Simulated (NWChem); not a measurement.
CH4BClO; SMILES CB(O)Cl

```xyz
8

B      0.0860    -0.4361    -0.0012
Cl    -0.0851     1.3460    -0.0001
C     -1.1810    -1.3480    -0.0003
H     -1.7908    -1.1523     0.8968
H     -0.9194    -2.4151    -0.0254
H     -1.8247    -1.1161    -0.8638
O      1.3274    -0.9557     0.0000
H      2.0192    -0.2840     0.0017
```
Atoms are numbered in this order, from 1.

The geometry was optimised at PBE0/def2-SVP.

List the 6 lowest vertical singlet excitations from PBE0/6-31G* (spherical d), TDA (NWChem).


| state | energy (eV) | oscillator strength | leading excitation (squared amplitude) |
|---|---|---|---|
| S1 | 7.51 | 0.001 | HOMO → LUMO (1.00) |
| S2 | 8.23 | 0.003 | HOMO−2 → LUMO (0.99) |
| S3 | 8.46 | 0.082 | HOMO−1 → LUMO (0.91) |
| S4 | 9.76 | 0.015 | HOMO → LUMO+1 (0.74) |
| S5 | 9.78 | 0.020 | HOMO−4 → LUMO (0.82) |
| S6 | 9.86 | 0.005 | HOMO−1 → LUMO+1 (0.80) |
